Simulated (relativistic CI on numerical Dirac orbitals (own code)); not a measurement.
## Radial parameters of Bi13+

Method of calculation: Dirac-Coulomb-Breit CI, orbitals from a KLI potential per configuration, QED by a radiative potential, unscaled Slater integrals (own radial code, finite nucleus).

Slater integrals F^k, G^k are unscaled and averaged over j, outside the closed core [Kr] 4d10 4f14; ζ comes from projecting the Hamiltonian with its Breit term on Σ l·s of the shell.

- 5s2 5p6 5d2: F^2(5d,5d) = 103790, F^4(5d,5d) = 71258, ζ(5d) = 14037 cm⁻¹; <r>(5d) = 1.022, <r^2>(5d) = 1.172 (bohr units).
- 5s2 5p6 5d 5f: ζ(5d) = 14255, F^2(5d,5f) = 85590, F^4(5d,5f) = 56768, G^1(5d,5f) = 102560, G^3(5d,5f) = 64708, G^5(5d,5f) = 46762, ζ(5f) = 1319.1 cm⁻¹; <r>(5d) = 1.02, <r^2>(5d) = 1.169, <r>(5f) = 1.283, <r^2>(5f) = 1.863 (bohr units).
- 5s2 5p5 5d3: ζ(5p) = 152370, F^2(5d,5d) = 103980, F^4(5d,5d) = 71388, F^2(5p,5d) = 108660, G^1(5p,5d) = 134040, G^3(5p,5d) = 85172, ζ(5d) = 14211 cm⁻¹; <r>(5p) = 0.8826, <r^2>(5p) = 0.8712, <r>(5d) = 1.019, <r^2>(5d) = 1.167 (bohr units).

Q: Give the Racah parameters of the d shell in 5s2 5p6 5d2.

A: B = F²/49 − 5F⁴/441 = 1310 cm⁻¹ and C = 35F⁴/441 = 5655 cm⁻¹.

In this model ζ of a weakly bound d, f or g electron outside closed shells comes out too small, for d by up to a factor of two or three and at times with the wrong sign; that of an outer p electron is too small as well.

Averages of the first 10 configurations, taken without configuration mixing, which lowers the lowest level and can move excited configurations by several eV; other configurations of the list can lie among them:

```json
{"Configuration": "5s2 5p6 5d2", "Parity": "even", "States": "45", "Average energy above the lowest level (eV)": "7.9"}
{"Configuration": "5s2 5p6 5d 5f", "Parity": "odd", "States": "140", "Average energy above the lowest level (eV)": "90.2"}
{"Configuration": "5s2 5p5 5d3", "Parity": "odd", "States": "720", "Average energy above the lowest level (eV)": "91.9"}
{"Configuration": "5s2 5p6 5d 6s", "Parity": "even", "States": "20", "Average energy above the lowest level (eV)": "62.4"}
{"Configuration": "5s2 5p6 5f2", "Parity": "even", "States": "91", "Average energy above the lowest level (eV)": "174.0"}
{"Configuration": "5s2 5p6 5d 6p", "Parity": "odd", "States": "60", "Average energy above the lowest level (eV)": "86.7"}
{"Configuration": "5s2 5p6 6s2", "Parity": "even", "States": "1", "Average energy above the lowest level (eV)": "119.8"}
{"Configuration": "5s2 5p6 5d 5g", "Parity": "even", "States": "180", "Average energy above the lowest level (eV)": "145.6"}
{"Configuration": "5s 5p6 5d3", "Parity": "even", "States": "240", "Average energy above the lowest level (eV)": "162.8"}
{"Configuration": "5s2 5p6 6s 6p", "Parity": "odd", "States": "12", "Average energy above the lowest level (eV)": "142.6"}
```
